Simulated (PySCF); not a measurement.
## Spin-rotation constants: `C#C/C=C/[C@@H]1C[C@H]1C#C`, C$_{9}$H$_{8}$

Molfile (atoms numbered from 1):
```
C9H8
     RDKit          3D

 17 17  0  0  0  0  0  0  0  0999 V2000
    4.3152    0.6610   -0.5854 C   0  0  0  0  0  0  0  0  0  0  0  0
    3.2023    0.7195   -0.1364 C   0  0  0  0  0  0  0  0  0  0  0  0
    1.8987    0.8028    0.3876 C   0  0  0  0  0  0  0  0  0  0  0  0
    0.9721   -0.1380    0.1886 C   0  0  0  0  0  0  0  0  0  0  0  0
   -0.3939   -0.0629    0.7057 C   0  0  2  0  0  0  0  0  0  0  0  0
   -1.1412   -1.3234    1.0456 C   0  0  0  0  0  0  0  0  0  0  0  0
   -1.5334   -0.5528   -0.1806 C   0  0  1  0  0  0  0  0  0  0  0  0
   -2.7537    0.1838   -0.1985 C   0  0  0  0  0  0  0  0  0  0  0  0
   -3.7745    0.8116   -0.2004 C   0  0  0  0  0  0  0  0  0  0  0  0
    5.2862    0.6096   -0.9785 H   0  0  0  0  0  0  0  0  0  0  0  0
    1.6781    1.6896    0.9689 H   0  0  0  0  0  0  0  0  0  0  0  0
    1.2181   -1.0152   -0.3967 H   0  0  0  0  0  0  0  0  0  0  0  0
   -0.6089    0.8087    1.3133 H   0  0  0  0  0  0  0  0  0  0  0  0
   -1.8079   -1.2997    1.8941 H   0  0  0  0  0  0  0  0  0  0  0  0
   -0.6351   -2.2672    0.9067 H   0  0  0  0  0  0  0  0  0  0  0  0
   -1.2571   -0.9695   -1.1427 H   0  0  0  0  0  0  0  0  0  0  0  0
   -4.6717    1.3541   -0.2144 H   0  0  0  0  0  0  0  0  0  0  0  0
  1  2  3  0
  2  3  1  0
  3  4  2  0
  4  5  1  0
  5  6  1  0
  6  7  1  0
  7  8  1  0
  8  9  3  0
  7  5  1  0
  1 10  1  0
  3 11  1  0
  4 12  1  0
  5 13  1  1
  6 14  1  0
  6 15  1  0
  7 16  1  6
  9 17  1  0
M  END
```

Computed, not measured: GIAO KT3/pcSseg-1 magnetisability, rotational g tensor and spin-rotation constants, non-relativistic, gas phase (PySCF 2.14.0). Geometry: GFN2-xTB.

Give the nuclear spin-rotation constants along the inertial axes (H = +C I·J) beside the isotropic shieldings.

Rotational constants 5.4401, 0.6332, 0.5969 GHz. A star marks the isotopologue with that one atom substituted, in its own axes.
```csv
atom,isotope,Caa (kHz),Cbb (kHz),Ccc (kHz),mean (kHz),σ (ppm)
H10,1H,0.097,-0.072,-0.056,-0.010,29.0
H11,1H,-0.530,-0.041,0.025,-0.182,26.0
H12,1H,-0.522,-0.046,0.027,-0.180,26.2
H13,1H,-0.562,-0.057,0.000,-0.206,30.1
H14,1H,-0.337,-0.057,-0.030,-0.141,30.6
H15,1H,-0.525,-0.017,-0.051,-0.198,30.9
H16,1H,-0.553,-0.073,0.010,-0.205,30.3
H17,1H,-0.177,-0.048,-0.063,-0.096,30.4
C1,13C*,0.770,0.185,0.157,0.371,108.4
C2,13C*,0.263,0.226,0.186,0.225,104.8
C3,13C*,1.748,0.123,0.189,0.687,80.0
C4,13C*,2.098,0.152,0.235,0.828,40.0
C5,13C*,0.864,0.117,0.093,0.358,152.8
C6,13C*,0.639,0.124,0.081,0.281,163.5
C7,13C*,0.650,0.103,0.081,0.278,170.3
C8,13C*,0.681,0.158,0.206,0.348,104.7
C9,13C*,0.741,0.143,0.161,0.348,122.8
```
For the geometry as given, no vibrational averaging.
